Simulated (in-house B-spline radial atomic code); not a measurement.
Atomic self-consistent-field run: Ge XI (Ge10+). Level of theory: non-relativistic TPSSh, spin-polarised, spherical fractional occupations, exact exchange averaged over the configuration, point nucleus; calculated with a B-spline radial code for spherical atoms.

Command:
```bash
python run_scf.py task.json out
```
Settings:
```
Z                32
configuration    [Ar] 3d4
hamiltonian      nr
method           tpssh
spin_polarised   True
exact_exchange   averaged over the configuration
```

Output (hartree, bohr):
```
 radial grid: 43 intervals, B-splines of order 8, outer radius 6.4486 bohr

 iter        energy (Eh)    residual
    1       -2036.638949    4.94e-02
    2       -2036.641310    1.37e-03
    3       -2036.641315    5.78e-04
    4       -2036.641316    2.58e-04
    5       -2036.641316    2.79e-05
    6       -2036.641316    6.93e-06
    7       -2036.641316    9.59e-08

 total energy                     -2036.64132
 kinetic                            2035.6803
 electron-nucleus                  -4657.9041
 Hartree                             656.1776
 exact exchange                       -6.8853
 exchange-correlation                -63.7098

 orbital      occ     eigenvalue          <r>       <r^2>       <1/r>     <1/r^2>     <1/r^3>       r_max
 1s up      1.000      -408.2470    0.0478375  0.00306555     31.5112     1996.28           -     0.03158
 1s down    1.000      -408.2465     0.047837  0.00306548     31.5114      1996.3           -     0.03158
 2s up      1.000       -59.6138     0.213385   0.0535988     6.93195     196.098           -      0.1793
 2s down    1.000       -59.4289     0.212936   0.0533616     6.94796     196.965           -      0.1791
 2p up      3.000       -54.0895     0.185149   0.0418985      6.8901      64.759     936.953      0.1428
 2p down    3.000       -53.9389     0.184659   0.0416553     6.90444     64.9923     941.267      0.1425
 3s up      1.000       -15.0730      0.59037    0.397682     2.41161     35.6865           -      0.5321
 3s down    1.000       -14.7597     0.593883    0.402458     2.39106     34.9928           -      0.5335
 3p up      3.000       -13.2024     0.589532    0.402271     2.32338     11.5925     154.212      0.5219
 3p down    3.000       -12.8704     0.594296    0.408901         2.3      11.351     150.423      0.5238
 3d up      4.000       -10.0439     0.566871    0.381409     2.15012     5.83386     20.9569      0.4524
```

Cost of the run: 0.4 s on 1 thread of AMD EPYC 7R43 64-Core Processor, with other jobs on the host.
